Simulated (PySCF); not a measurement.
AlH2O2, SMILES [OH][Al+][OH], charge +1. Heavy atoms are numbered as in [Al+:1]([OH:2])[OH:4]. Hydrogens are named by the atom that carries them.

Coordinates come from a B3LYP-D3(BJ)/def2-TZVP optimisation. The spin state was assumed, not searched. The isomer is the one that the SMILES or the coordinates give; other isomers of the formula were not compared. Other conformers were not sampled.

Method: PBE/pcSseg-2 (PySCF).

GIAO shieldings, no solvent; atoms alike by connectivity are averaged. δ = σ(ref) − σ: ¹⁷O against H2O (σ = 327.5 ppm); ¹H against TMS (σ = 31.47 ppm), references at their B3LYP-D3(BJ)/def2-TZVP geometries, non-relativistic.

```csv
nucleus,atoms,count,δ (ppm)
¹⁷O,O2 (OH),2,-22.2
¹H,H on O2,2,4.23
```
